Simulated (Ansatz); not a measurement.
CH$_{3}$Cl$_{3}$OZr (`C[O][Zr]([Cl])([Cl])[Cl]`), relaxed with RKS PBE0-D4/def2-TZVP in Ansatz 0.2.0 from a GFN2-xTB geometry. The force threshold is 0.005 eV/Å; the program also tests the step.

Total charge 0; spin multiplicity 1. Zr: def2 effective core potential.

Start:

```xyz
9

C    -0.143    0.662   -1.330
O    -0.301    1.004    0.027
Zr    0.044   -0.319    1.253
Cl   -1.100   -2.160    0.592
Cl   -0.411    0.020    3.451
Cl    2.219   -0.936    1.076
H    -0.990    0.032   -1.657
H    -0.129    1.579   -1.932
H     0.812    0.118   -1.479
```

Problem. How much energy does the relaxation release, and in how many steps? (Best estimate.)

Solution. The calculation gave: 58.31 kJ/mol, in 20 steps, 2 of them rejected.

Problem. Which bonds change most? (Best estimate.)

Solution. Computed: Zr3–Cl4 from 2.265 to 2.342 Å; Zr3–Cl6 from 2.268 to 2.342 Å; Zr3–Cl5 from 2.270 to 2.342 Å; O2–Zr3 from 1.837 to 1.867 Å.

Problem. Give the relaxed structure. (Best estimate.)

Solution. Computed: 
```xyz
9

C    -0.190    0.837   -1.498
O    -0.037    0.161   -0.285
Zr    0.169   -0.746    1.334
Cl   -1.204   -2.642    1.291
Cl   -0.467    0.697    3.066
Cl    2.420   -1.356    1.550
H    -0.956    0.345   -2.102
H    -0.491    1.871   -1.310
H     0.756    0.833   -2.046
```
